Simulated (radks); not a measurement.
Values are calculated unless marked as measured or tabulated.
Valence configurations of Mn+ (all share [Ar]). Code: a radial shooting solver on a logarithmic mesh with Libxc functionals. Model: Dirac Kohn-Sham, BLYP, spin-unpolarised, spherical densities, finite nucleus; open shells are shared between the two j in proportion to 2j + 1; Fermi nuclear charge, rms radius 3.7057 fm. Energies are relative to 3d5 4s1; eigenvalues in eV.

valence          E (eV)  e(3d3/2)  e(3d5/2)  e(4p1/2)  e(4p3/2)  e(4s1/2)
3d5 4s1           0.000   -14.930   -14.810         -         -   -11.947
3d4.5 4s1 4p0.5   4.374   -18.101   -17.973    -8.147    -8.063   -13.121
3d5 4p1           4.775   -16.253   -16.132    -7.973    -7.895         -
3d5.5 4p0.5       1.175   -13.386   -13.272    -7.173    -7.105         -
3d4 4s2           4.681   -20.199   -20.064         -         -   -13.509
3d4 4s1 4p1       9.977   -21.508   -21.372    -8.971    -8.875   -14.278
3d4.5 4s1.5       1.878   -17.431   -17.303         -         -   -12.713
3d5.5 4s0.5      -1.074   -12.720   -12.607         -         -   -11.223
3d6              -1.471   -10.819   -10.712         -         -         -
3d5 4s0.5 4p0.5   2.368   -15.602   -15.481    -7.646    -7.571   -12.370

NIST lists [Ar] 3d5 4s1 as the ground configuration; this level of theory puts 3d6 lower, by 1.471 eV. The energies are those of spherical spin-averaged densities, not of single terms.
